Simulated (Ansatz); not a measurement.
The lowest singlet and triplet of C4H6 (SMILES C=CC=C); geometries from B3LYP-D3(BJ)/def2-TZVP, each state relaxed from the structure named, with no frequency check.
Singlet (charge 0, multiplicity 1):
```tsv
atom	x (Å)	y (Å)	z (Å)
C	1.3112	1.1224	0.6454
C	0.5094	0.0645	0.5130
C	-0.5094	-0.0645	-0.5130
C	-1.3112	-1.1224	-0.6454
H	1.2425	1.9693	-0.0276
H	2.0577	1.1757	1.4263
H	0.6044	-0.7680	1.2047
H	-0.6044	0.7680	-1.2047
H	-2.0577	-1.1757	-1.4263
H	-1.2425	-1.9693	0.0276
```

A positive gap puts the triplet lower; no zero-point energy. R- takes a restricted singlet. U- takes an unrestricted singlet (broken symmetry where lower, unprojected). The triplet is unrestricted in single-reference levels.

Frozen-core correlation.

The values were computed with Ansatz (Gaussian basis) for Hartree–Fock, density functionals and correlated methods. 

```json
[
 {"level": "R-PBE/def2-TZVPP", "gap E(singlet) − E(triplet), vertical, at the singlet's geometry (eV)": "-3.246"},
 {"level": "R-r2SCAN/def2-TZVPP", "gap E(singlet) − E(triplet), vertical, at the singlet's geometry (eV)": "-3.044"},
 {"level": "U-r2SCAN/def2-TZVPP", "gap E(singlet) − E(triplet), vertical, at the singlet's geometry (eV)": "-3.044"},
 {"level": "U-wB97M-V/def2-TZVPP", "gap E(singlet) − E(triplet), vertical, at the singlet's geometry (eV)": "-3.525"},
 {"level": "R-B2PLYP/def2-TZVPP", "gap E(singlet) − E(triplet), vertical, at the singlet's geometry (eV)": "-3.383"},
 {"level": "U-MP2/cc-pVTZ (spin-contaminated)", "gap E(singlet) − E(triplet), vertical, at the singlet's geometry (eV)": "-3.521"},
 {"level": "R-SCS-MP2/cc-pVDZ", "gap E(singlet) − E(triplet), vertical, at the singlet's geometry (eV)": "___"},
 {"level": "U-SCS-MP2/cc-pVDZ (spin-contaminated)", "gap E(singlet) − E(triplet), vertical, at the singlet's geometry (eV)": "-3.532"},
 {"level": "U-CCSD/cc-pVTZ (spin-contaminated)", "gap E(singlet) − E(triplet), vertical, at the singlet's geometry (eV)": "-3.434"}
]
```

What belongs in the gaps?


- R-SCS-MP2/cc-pVDZ, gap E(singlet) − E(triplet), vertical, at the singlet's geometry (eV): -4.099

Doubts at one or more of the structures used: a restricted determinant that unrestricted orbitals would lower (R-SCS-MP2/cc-pVDZ); a spin-contaminated determinant (R-SCS-MP2/cc-pVDZ).

Ansatz is a quantum-chemistry and plane-wave program.
